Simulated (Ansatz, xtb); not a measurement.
## ClH5Si2Sn: which of two structures lies lower

We compare a, `[SiH3][SiH2][Sn][Cl]`, a singlet, with b, a singlet given by its coordinates. Both are isolated molecules in the gas phase, relaxed with B3LYP-D3(BJ)/def2-SVP; the shapes shown needn't be the lowest conformers.

a (Å):

```yaml
atoms:
  - { symbol: Cl, position_ang: [0.7680, -4.2190, -1.8130] }
  - { symbol: Si, position_ang: [-3.6028, -0.4168, -0.9013] }
  - { symbol: Si, position_ang: [-2.0053, -2.1312, -0.7100] }
  - { symbol: Sn, position_ang: [-0.4282, -2.4120, -2.8885] }
  - { symbol: H, position_ang: [-2.9100, 0.8877, -1.1362] }
  - { symbol: H, position_ang: [-4.4713, -0.2762, 0.3058] }
  - { symbol: H, position_ang: [-4.4803, -0.6821, -2.0831] }
  - { symbol: H, position_ang: [-1.1321, -1.8589, 0.4765] }
  - { symbol: H, position_ang: [-2.7083, -3.4317, -0.4660] }
```

b (Å):

```xyz
9

Cl   -0.6268   -2.4559    2.0084
Si   -0.3231   -0.9469   -1.4953
Si   -2.5252   -1.6511    1.2916
Sn   -1.6669   -3.1351   -0.7077
H    -1.0728   -0.3165   -2.6318
H     1.0425   -1.2881   -2.0025
H    -0.1717    0.0837   -0.4225
H    -3.5343   -2.1166    2.2894
H    -2.4055   -0.1688    1.4192
```

Close contacts (Å): Cl1–Si3 2.18, Cl1–Sn4 2.99, Si2–Sn4 2.69, Si3–Sn4 2.63, Si2–H5 1.50, Si2–H6 1.50, Si2–H7 1.50, Si3–H8 1.49, Si3–H9 1.49.

Problem. Estimate which is lower in electronic energy at CCSD(T)/def2-SVP + ΔMP2/def2-TZVPP, and by roughly how much.

Solution. The CCSD(T)/def2-SVP + ΔMP2/def2-TZVPP calculation puts structure a lower, by 3.2 kcal/mol.

The same difference at several levels:

```tsv
level	geometry	E(b) − E(a) (kcal/mol)	departure from the last row (kcal/mol)	job, with rough time for the two
B3LYP-D3(BJ)/def2-SVP	B3LYP-D3(BJ)/def2-SVP	+4.8	+1.5	optimisation, 68 s
HF/def2-SVP	B3LYP-D3(BJ)/def2-SVP	+7.8	+4.6	part of the CCSD(T) run
MP2/def2-SVP	B3LYP-D3(BJ)/def2-SVP	+3.7	+0.5	part of the CCSD(T) run
CCSD(T)/def2-SVP	B3LYP-D3(BJ)/def2-SVP	+4.6	+1.3	single point
CCSD(T)/def2-SVP + ΔMP2/def2-TZVPP	B3LYP-D3(BJ)/def2-SVP	+3.2		single point, 27 s
```

None of the levels shown reverses the order. The largest departure from CCSD(T)/def2-SVP + ΔMP2/def2-TZVPP is that of HF/def2-SVP, 4.6 kcal/mol. Levels run at GFN2-xTB geometries aren't shown. The last row adds to CCSD(T) the change of the MP2 difference between the two basis sets, here −1.3 kcal/mol.

With harmonic frequencies from B3LYP-D3(BJ)/def2-SVP (ideal gas, rigid rotor, one conformer each, 298.15 K, 1 atm): on the last row, ΔE + ΔZPE = +3.5 kcal/mol. A mode under 50 cm⁻¹ makes harmonic enthalpies and free energies unreliable, so none is given.

The correlated steps freeze 19 core orbitals; the filled d shell of Sn is correlated, in a basis made for valence electrons. Atoms past krypton carry core potentials in the def2 sets and no spin–orbit term is included. Programs: Ansatz 0.2.0; the last row on 2 threads of Intel(R) Xeon(R) 6975P-C (Granite Rapids) on a shared host.
